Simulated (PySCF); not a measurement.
YI2, SMILES [I][Y][I] (connectivity only; charge and spin as stated), neutral, multiplicity 2.

Geometry optimised at r2SCAN-D4/def2-SVP. The def2 effective core potentials stand for the cores of I, Y; spin–orbit coupling is left out.

Two levels are set side by side: PBE/def2-TZVPD (PySCF) and r2SCAN/def2-TZVPD (PySCF). Same geometry, gas phase. Differences are taken from unrounded values.

```tsv
quantity	r2SCAN
α-spin orbital gap (eV)	1.24
β-spin orbital gap (eV)	3.99
dipole moment (D)	3.41
mean polarisability (bohr³)	170.1
```

**Question.** What does PBE give, and how far is it from r2SCAN? (An estimate is asked for; the answer gives what the named calculation found.)

**Answer.** 
```tsv
quantity	PBE	PBE minus r2SCAN
α-spin orbital gap (eV)	0.88	-0.36
β-spin orbital gap (eV)	3.35	-0.64
dipole moment (D)	2.79	-0.62
mean polarisability (bohr³)	170.6	0.6
```

Rough cost on one machine, each run with all the roots and properties that it gave: r2SCAN against PBE about 2 times.
